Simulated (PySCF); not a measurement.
Level of theory: PySCF with PBE-D3(BJ)/def2-TZVP // PBE0-D3(BJ)/def2-TZVP. Isolated molecules, 0 K electronic values unless said otherwise. One relaxed conformer stands for a flexible species; it need not be the lowest. 

Reference species (SMILES): `[SiH3]S` (neutral, multiplicity 1).

LUMO: -0.74 eV
S1 oscillator strength: 0.019

Changed species: `[SiH2](S)S` (H–S–Si–S torsion 56°, S–Si–S–H torsion 56°) (2 of 4 SH replaced by H; the reference has 3 of 4 SH replaced by H).

**Question.** Give the shifts of the LUMO and S1 oscillator strength.

**Answer.** the LUMO drops by 0.30 eV, to -1.04 eV; the S1 oscillator strength falls by 0.014, to 0.005.
